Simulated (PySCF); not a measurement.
**Structure from NMR data**

Molecular formula: C5H15NSi2. Simulated spectra:

$^{1}$H NMR (500 MHz, computed): δ 7.17 (m, 1H), 7.12 (m, 1H), 4.77 (d, 2H), 4.37 (m, 2H), 2.45 (s, 6H), 0.24 (t, 3H).

$^{13}$C{$^{1}$H} NMR (computed): δ 162.3 (CH), 160.3 (CH), 39.7 (CH3, 2C), -5.8 (CH3).

Non-relativistic Hamiltonian, averaged over atoms made equivalent by symmetry, fast rotation or ring inversion, isolated molecule, single conformer. Structure optimised with PBE0-D3(BJ)/def2-SVP; PBE0/pcSseg-1 with gauge-including orbitals; PySCF 2.14.

δ = σ(ref) − σ, references computed at the same level: $^{1}$H, $^{13}$C vs TMS.

Problem. What is the structure?

Solution. 
1. The formula gives 1 degree of unsaturation (no ring in the answer).
2. 4 carbon signals for 5 carbons: some carbons are equivalent by symmetry or fast rotation.
3. Carbon types of the structure: 2 × CH, 3 × CH3, leaving 4 H on heteroatoms.
4. δC 162.3, 160.3: alkene CH; as expected for a trigonal carbon in a double bond.
5. δC 39.7: methyl carbon bonded to N; the inductive effect lowers its shielding.
6. δC -5.8: methyl carbon bonded to Si; an electropositive neighbour leaves it electron-rich and shielded.
7. δH 7.17, 7.12: hydrogen on an alkene CH; olefinic region.
8. δH 4.77: hydrogen on a silicon bonded to C, N.
9. δH 2.45: hydrogen on a methyl carbon bonded to N; its carbon carries N, an electronegative neighbour.
10. δH 0.24: hydrogen on a methyl carbon bonded to Si; an electropositive neighbour shields it, as in TMS itself.

The compound is SMILES C[SiH2]/C=C/[SiH2]N(C)C.

The data come from this structure; uniqueness wasn't tested.

Shifts are as computed. Against solution values, carbons near 30 ppm lie about +2 ppm off and those near 130 ppm about +5 ppm. Of 1309 compounds with measured shifts, 239 miss one by over three times the rms of a fit or turn the order of signals round; such compounds aren't used in these exercises. No couplings were computed; multiplicities are counted from neighbouring protons, with m where these are inequivalent, close in shift, in a saturated or five-membered ring or joined by F or P, and br s for small geminal =CH2 splittings.
